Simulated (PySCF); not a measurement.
C3H2BrF, SMILES C(=C=CBr)F.

The structure is a stationary point at PBE-D3(BJ)/def2-SVP.

Computed with PBE-D3(BJ)/def2-SVP run with PySCF 2.14.0.

Frequencies are harmonic and unscaled.

```
mode  ν (cm⁻¹)  IR (km/mol)  moving atoms (share of kinetic energy)
----  --------  -----------  --------------------------------------
1           98          0.0                 F 43 %, C 34 %, Br 22 %
2          177          3.2                  C 63 %, H 20 %, F 15 %
3          294          1.8          C 59 %, F 21 %, H 11 %, Br 9 %
4          402          7.8                 C 74 %, Br 13 %, H 10 %
5          599         17.4                          C 69 %, F 26 %
6          650         82.4                           C 83 %, H 9 %
7          748         17.2                          H 62 %, C 37 %
8          830         18.7                          H 77 %, C 23 %
9         1016        101.6                  C 64 %, F 18 %, H 18 %
10        1137        112.1                  H 73 %, C 17 %, F 10 %
11        1218         21.9                   H 73 %, C 17 %, F 9 %
12        1383         60.1                          C 70 %, H 27 %
13        2016        215.8                                  C 98 %
14        3097          4.1                           H 92 %, C 8 %
15        3118          1.5                           H 91 %, C 9 %
```
